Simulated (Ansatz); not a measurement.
Species: CH₄OSi, SMILES `O=C[SiH3]` (charge 0, multiplicity 1).

Question: Give a relaxed geometry from B3LYP-D3(BJ)/def2-TZVP (Ansatz, a first-principles code).

Answer: the end point of this relaxation (outside a Z-matrix the atoms follow the SMILES, hydrogens last).
Cartesian coordinates (Å) in one orientation:
```xyz
7

O      1.672    -1.011    -0.657
C      1.126    -0.070    -0.133
Si    -0.785     0.044     0.108
H      1.745     0.783     0.235
H     -1.427    -1.164    -0.448
H     -1.056     0.177     1.559
H     -1.261     1.270    -0.577
```
